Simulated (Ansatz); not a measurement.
Coupled-cluster run, C₂H₆BFN₂, SMILES `NC1NCB1F`.

```yaml
crystal:
  periodic: [false, false, false]
  atoms:
    - {symbol: N, position_ang: [-0.409237, -0.932457, 1.678184]}
    - {symbol: C, position_ang: [0.127510, -0.021352, 0.717840]}
    - {symbol: N, position_ang: [0.646908, -0.549551, -0.583641]}
    - {symbol: C, position_ang: [0.109104, 0.533656, -1.443958]}
    - {symbol: B, position_ang: [-0.770071, 0.911343, -0.195443]}
    - {symbol: F, position_ang: [-1.847661, 1.632412, -0.003743]}
    - {symbol: H, position_ang: [-1.090423, -1.548180, 1.252960]}
    - {symbol: H, position_ang: [0.311286, -1.512157, 2.089584]}
    - {symbol: H, position_ang: [0.882782, 0.599162, 1.228970]}
    - {symbol: H, position_ang: [1.652423, -0.666487, -0.627851]}
    - {symbol: H, position_ang: [0.830470, 1.317665, -1.715488]}
    - {symbol: H, position_ang: [-0.366290, 0.180746, -2.363514]}
basis:
  gaussian: {orbitals: def2-SVP}
correlation: {method: ccsd_t}
```

```sh
$ ansatz run in.yaml --threads 4 --pin off --events-out ev --progress --plain
```

Output of Ansatz, abridged:

```
Functional definition: HF
1163 factors; integrals over basis functions are off by at most 1.1e-3 eV
mean field evaluation 1: about -8486.8376 eV, gradient 3.8e1 eV
mean field evaluation 2: about -8487.0002 eV, gradient 3.8e1 eV
mean field evaluation 4: about -8490.5452 eV, gradient 4.0e0 eV
mean field evaluation 8: about -8490.6019 eV, gradient 2.7e-1 eV
mean field -8490.60223540 eV, -312.0238770141 hartree, gradient 1.3e-6 eV, S^2 0.000000; 0 other end points of the search recorded, 0 dependent functions left out
6 core orbitals not correlated: weight in the atoms' cores, before any rotation towards them, 1.000 or more for the frozen orbitals, at most 0.000 for the correlated occupied ones
reference -8490.60223540 eV, -312.0238770141 hartree; 17, 17 occupied and 91, 91 virtual orbitals, 1163 factors
second order -23.65016381 eV of doubles, -0.00000000 eV of singles
cycle   1  -24.21133745 eV  change   -5.6e-1 eV  update   1.0e-1
cycle   2  -24.75869637 eV  change   -5.5e-1 eV  update   3.0e-2
cycle   3  -24.89911139 eV  change   -1.4e-1 eV  update   1.6e-2
cycle   4  -24.89453503 eV  change    4.6e-3 eV  update   3.9e-3
cycle   5  -24.89342094 eV  change    1.1e-3 eV  update   1.8e-3
cycle   6  -24.89377670 eV  change   -3.6e-4 eV  update   6.3e-4
cycle   7  -24.89338465 eV  change    3.9e-4 eV  update   2.6e-4
cycle   8  -24.89332815 eV  change    5.7e-5 eV  update   1.1e-4
cycle   9  -24.89339069 eV  change   -6.3e-5 eV  update   4.8e-5
cycle  10  -24.89338361 eV  change    7.1e-6 eV  update   1.9e-5
perturbative correction -0.70418969 eV, -0.0258784940 hartree
Total energy: -8516.19980871 eV, -312.9645704824 hartree
```

It took 12 s on 4 threads of a server CPU on a shared host, with 0.66 GiB of host memory at the peak.

MP2 recovers 92.4 % of the CCSD(T) correlation energy and the triples give 2.8 %; T1 = 0.0119.
